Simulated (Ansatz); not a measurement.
Consider the formal exchange of groups at the Nb–O bond: `[O]=[Nb]([OH])([OH])[OH]` + CH₄ → `[CH3][Nb](=[O])([OH])[OH]` + H₂O.

Isolated molecules relaxed with PBE0-D4/def2-TZVP in Ansatz; ΔE leaves out vibrations. CBS: MP2 limit from def2 TZ/QZ plus the TZ coupled-cluster correction, frozen cores. This one scheme is used for every species. DFT in def2-TZVPP. Elements past krypton have def2 core potentials. For Nb outer-core shells are correlated without core-valence functions, which leaves a few kJ/mol of doubt a bond. One conformer a species, not always the lowest.

(1) Is it downhill or uphill in electronic energy at CCSD(T)/CBS, and by how much? (Estimate.)

(2) What do these levels give: r2SCAN-D4, ωB97X-V, LC-ωPBE, MP2/def2-QZVPP, SCS-MP2/def2-QZVPP, CCSD/CBS(def2)? (Best estimate.)

Largest T1 diagnostic among the species: 0.022, so the coupled-cluster value is less sure than usual.

Answers

(1) Ansatz gave: Uphill: ΔE = +141.2 kJ/mol.

(2) Computed: r2SCAN-D4 154.5, ωB97X-V 153.2, LC-ωPBE 154.5, MP2/def2-QZVPP 144.0, SCS-MP2/def2-QZVPP 146.7, CCSD/CBS(def2) 141.6 kJ/mol.

At CCSD(T), def2-SVP lies +21.0 kJ/mol from the extrapolated value and def2-TZVPP +3.1 kJ/mol. Leaving LDA and LC-ωPBE aside and taking each functional with its dispersion term where it has one, the values, not all of them listed here, spread over 11.8 kJ/mol, from HSE06-D4 to CAM-B3LYP-D4.
